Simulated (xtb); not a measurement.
Harmonic IR lines of one isomer of C₅H₆, unscaled. Level of theory: GFN2-xTB in xtb 6.7.1.

| wavenumber (cm⁻¹) | relative intensity |
|---|---|
| 847 | 20 |
| 856 | 9.7 |
| 1016 | 9.4 |
| 1666 | 10 |
| 2069 | 100 |
| 3027 | 8.3 |
| 3063 | 40 |
| 3099 | 13 |
| 3130 | 26 |

**Question.** Say which structure gives these lines.
(A) `C=CC1C=C1`
(B) `C#CC(=C)C`
(C) `CC=C1C=C1`
(D) `C=C=CC=C`

**Answer.** D, `C=C=CC=C`
